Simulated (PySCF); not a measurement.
Atom-mapped SMILES (the numbers label the heavy atoms): `[BH:1]1[CH:2]=[CH:3][CH:4]=[CH:5][NH:6]1`. Hydrogens are named by the atom that carries them.

- geometry from PBE0-D3(BJ)/def2-SVP
- NMR shieldings at PBE0/pcSseg-1/GIAO
- couplings computed with B3LYP/pcJ-1 (spin–dipole term only in couplings to heteroatoms)
- program: PySCF
- relativity neglected, no solvent, a single conformation

**Question.** List the cross peaks expected in HSQC, COSY and HMBC spectra.

**Answer.** 

HSQC (one-bond C–H):
```csv
δH,δC,"1J(C,H) (Hz)"
7.84 (H(C3)),150.7 (C3),160
7.36 (H(C2)),139.1 (C2),156
7.25 (H(C5)),139.0 (C5),178
6.50 (H(C4)),117.0 (C4),171
```

COSY cross peaks (|J| ≥ 2 Hz):
```csv
δH,δH,abs. J (Hz),bonds
7.84 (H(C3)),7.36 (H(C2)),12.1,3
7.84 (H(C3)),6.50 (H(C4)),7.6,3
7.36 (H(C2)),5.36 (H(B1)),3.6,3
7.25 (H(C5)),6.50 (H(C4)),7.4,3
```

HMBC (two and three bonds, |J| ≥ 2.5 Hz):
```csv
δH,δC [abs. J in Hz]
7.84 (H(C3)),"139.0 (C5) [7.7], 117.0 (C4) [3.4]"
7.36 (H(C2)),"150.7 (C3) [2.6], 117.0 (C4) [10.9]"
7.25 (H(C5)),"150.7 (C3) [7.7], 117.0 (C4) [4.3]"
6.50 (H(C4)),"139.1 (C2) [7.5], 139.0 (C5) [4.9]"
5.36 (H(B1)),"150.7 (C3) [5.0], 139.1 (C2) [7.4], 139.0 (C5) [6.8]"
```

Scale: 1H (σ = 31.27 ppm) and 13C (σ = 184.41 ppm) against TMS (reference shieldings calculated alike).

The OH or NH signal is concentration- and solvent-dependent in practice; the value given is the gas-phase one. Hydrogens on boron are broadened and split by 11B (spin 3/2, 80 %) and 10B (spin 3). A carbon bonded to boron is broadened by the quadrupolar boron nucleus and is often missing from a measured spectrum. Unscaled 3J(H,H) at this level run about 10 % above measured values. Shifts are as computed. Against solution values, carbons near 30 ppm lie about +2 ppm off and those near 130 ppm about +5 ppm. Of 1211 compounds with measured shifts, 218 miss one by over three times the rms of a fit or turn the order of signals round; such compounds aren't used in these exercises.
